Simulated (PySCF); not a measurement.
All of these have the formula C2H11NOSi2. Method used: TDDFT CAM-B3LYP/def2-SVPD, vertical, gas phase, core orbitals frozen in the response in PySCF. Geometries: PBE0-D3(BJ)/def2-SVP; one conformer of each isolated species. Triplets are in the Tamm–Dancoff approximation.

A. `CCO[SiH2][SiH2]N`
B. `[SiH2](OCC)N[SiH3]`
C. `N[SiH2]CC[SiH2]O`
D. `CO[C@H]([SiH3])[SiH2]N`

Lowest singlet levels (six at most, fewer where fewer were computed) with oscillator strengths:

1. 197 nm (f 0.007); 190 nm (f 0.022); 181 nm (f 0.016); 169 nm (f 0.016); 167 nm (f 0.001); 165 nm (f 0.035); T1 5.94 eV
2. 195 nm (f 0.007); 183 nm (f 0.006); 168 nm (f 0.001); 164 nm (f 0.001); 162 nm (f 0.045); 158 nm (f 0.011); T1 6.04 eV
3. 182 nm (f 0.023); 171 nm (f 0.001); 163 nm (f 0.006); 157 nm (f 0.046); 155 nm (f 0.012); 153 nm (f 0.002); T1 6.46 eV
4. 214 nm (f 0.007); 188 nm (f 0.026); 180 nm (f 0.013); 175 nm (f 0.025); 168 nm (f 0.018); 163 nm (f 0.129); T1 5.38 eV

Task: Which spectrum belongs to which structure?

Result: 1 = D, 2 = B, 3 = C, 4 = A.
- A: S1 at 5.80 eV, HOMO→LUMO (93%); Löwdin shares by element: HOMO nitrogen 39%, silicon 33%, hydrogen 11% or more (atoms not listed hold the other 17%); LUMO silicon 44%, nitrogen 10%, hydrogen 8% or more (atoms not listed hold the other 38%); HOMO -8.64 and LUMO 0.55 eV.
- B: S1 at 6.36 eV, HOMO→LUMO (93%); Löwdin shares by element: HOMO nitrogen 49%, silicon 23%, hydrogen 6% or more (atoms not listed hold the other 22%); LUMO silicon 37%, hydrogen 14% or more, nitrogen 9% (atoms not listed hold the other 39%); HOMO -8.72 and LUMO 1.01 eV.
- C: S1 at 6.81 eV, HOMO-1→LUMO (66%), HOMO→LUMO (20%); Löwdin shares by element: HOMO carbon 30%, oxygen 27%, silicon 15% or more (atoms not listed hold the other 28%); LUMO hydrogen 29% or more, silicon 25% or more, nitrogen 11% (atoms not listed hold the other 35%); HOMO -9.13 and LUMO 0.74 eV.
- D: S1 at 6.30 eV, HOMO→LUMO (70%), HOMO-1→LUMO (14%); Löwdin shares by element: HOMO oxygen 36%, carbon 18% or more, nitrogen 10%, silicon 10% or more (atoms not listed hold the other 26%); LUMO silicon 26% or more, hydrogen 20% or more, nitrogen 11% (atoms not listed hold the other 43%); HOMO -8.44 and LUMO 1.03 eV.
B and D have S1 within 0.07 eV of each other; their strongest listed levels stand at 7.63 eV (f 0.045) and 7.53 eV (f 0.035).
